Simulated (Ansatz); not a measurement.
Consider the cleavage of the Ge–Si bond: `O[SiH2][SiH2][GeH3]` + `[GeH3][SeH]` → `[GeH3][Se][GeH3]` + `O[SiH2][SiH3]`.

Program: Ansatz. Geometries: PBE0-D4/def2-TZVP. ΔE: electronic, gas phase. CCSD(T)/CBS is the MP2 limit (def2-TZVPP, def2-QZVPP) plus CCSD(T) − MP2 in def2-TZVPP, frozen cores. Functionals use def2-TZVPP. For Ge, Se outer-core shells are correlated without core-valence functions, which leaves a few kJ/mol of doubt a bond. Scalar relativity is left out up to krypton. One conformer a species, not always the lowest.

```csv
species,PBE0-D4 energy (Eh)
`O[SiH2][SiH2][GeH3]`,-2735.52997
`[GeH3][SeH]`,-4480.42936
`[GeH3][Se][GeH3]`,-6558.39750
`O[SiH2][SiH3]`,-657.57418
```

Q: Work out ΔE.

A: ΔE = (-6558.39750) + (-657.57418) − (-2735.52997) − (-4480.42936) = -0.01235 Eh = -32.4 kJ/mol. CCSD(T)/CBS gives -37.5 kJ/mol.

Largest T1 diagnostic among the species: 0.012.

In def2-TZVPP, CCSD(T) changes the Hartree–Fock value by +11.2 kJ/mol (the triples alone add +0.1 kJ/mol) and MP2 by +4.6 kJ/mol.
